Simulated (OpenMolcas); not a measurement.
Dy2+ with 8 ligands (chloride) in square antiprismatic coordination (D4d), a polar angle of 59.0° against the regular 57.3°. A charge of +0.75 e stands 2.6 Å behind each ligand. Ligand basis ANO-RCC-VDZP.

```json
{"Program": "OpenMolcas", "Method": "CASSCF", "Basis": "ANO-RCC-VDZP [7s6p4d2f1g]", "Scalar Hamiltonian": "DKH2, point nucleus", "Active space": "10 electrons in 7 orbitals (4f)", "State averaging": "2S+1 = 5 even, 35 roots (33 in the spin-orbit step); 2S+1 = 3 even, 106 roots kept (CI in the orbitals of an earlier block); 2S+1 = 1 even, 44 roots kept (CI in the orbitals of an earlier block, 31 in the spin-orbit step)", "Spin-orbit coupling": "state interaction with AMFI integrals over the reference wave functions"}
```

All ligands move together. At R = 2.95 Å the width of the lowest J multiplet is 89 cm-1, and at R = 3.07 Å it is 81 cm-1.

A third run gives 103 cm-1. What distance was it run at?

With a power law R^-n the two known points give n = -ln(81 / 89) / ln(3.07 / 2.95) = 2.36. Then R = 2.95 × (89 / 103)^(1/2.36) = 2.773 Å. The run was at 2.85 Å, so the estimate is off by -0.077 Å.

High states are left out of the spin-orbit mixing, which shifts the levels that they would mix with. Without dynamic correlation the ligand-field splitting of an f shell can come out too small, at times by half. No measured value stands beside these numbers; the geometry was imposed, not optimised, and the real ion may take another.
